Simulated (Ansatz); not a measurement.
C4H2Cl2Sn (`C#[C][Sn]([Cl])([Cl])[C]#C`). Charge 0, multiplicity 1. Sn: def2 effective core potential. Geometry: relaxed with PBE0-D4/def2-TZVP.

```xyz
9

C    -0.783   -1.315   -2.431
C    -0.590   -1.004   -1.284
Sn   -0.264   -0.483    0.674
Cl    0.930   -2.156    1.709
Cl   -2.290   -0.325    1.756
C     0.747    1.291    0.884
C     1.340    2.331    1.013
H    -0.955   -1.591   -3.447
H     1.865    3.252    1.127
```

**Question.** What is the dipole moment at PBE/def2-TZVPP? (Estimate.)

**Answer.** Ansatz gave: 2.70 D, with components (0.82, 1.50, -2.09) D in this frame, pointing from negative to positive charge.

**Question.** And with r2SCAN, B3LYP, ωB97M-V? (Estimate.)

**Answer.** Computed: r2SCAN 2.85 D, B3LYP 2.78 D, ωB97M-V 2.82 D.

**Question.** Give the Mulliken charges with PBE, ωB97M-V, r2SCAN in def2-TZVPP. (An estimate is asked.)

**Answer.** The calculation gave: 
| atom | PBE | ωB97M-V | r2SCAN |
| --- | --- | --- | --- |
| C1 | -0.07 | -0.03 | -0.10 |
| C2 | -0.42 | -0.51 | -0.46 |
| Sn3 | 1.18 | 1.21 | 1.31 |
| Cl4 | -0.31 | -0.29 | -0.33 |
| Cl5 | -0.31 | -0.29 | -0.33 |
| C6 | -0.42 | -0.51 | -0.46 |
| C7 | -0.07 | -0.03 | -0.10 |
| H8 | 0.21 | 0.24 | 0.23 |
| H9 | 0.21 | 0.24 | 0.23 |

B3LYP here is the variant with VWN-RPA as its local correlation; programs differ in this.
